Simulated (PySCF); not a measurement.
A structure optimised at PBE0-D3(BJ)/def2-SVP, used in a PySCF frequency run:

```
O
Si 1 1.6366
O 2 1.6396 1 116.50
H 3 0.9613 2 116.52 1 81.21
O 2 1.6448 1 108.58 3 121.60
H 5 0.9616 2 115.46 1 26.64
Si 1 1.6590 2 133.80 3 93.97
O 7 1.6424 1 105.20 2 -91.39
H 8 0.9611 7 115.37 1 -163.20
O 7 1.6440 8 115.58 9 77.59
H 10 0.9724 7 112.33 8 93.76
O 7 1.6461 8 107.98 9 -43.30
H 12 0.9616 7 114.22 8 151.40
O 2 1.6639 1 104.40 7 -21.85
H 14 0.9622 2 115.94 1 157.89
```
Charge 0, spin multiplicity 1.

Problem. Write its SMILES and formula.

Solution. O[Si](O)(O)O[Si](O)(O)O, H₆O₇Si₂

Problem. What are its rotational constants (standard atomic weights)?

Solution. 2.0713, 0.73419, 0.72588 GHz
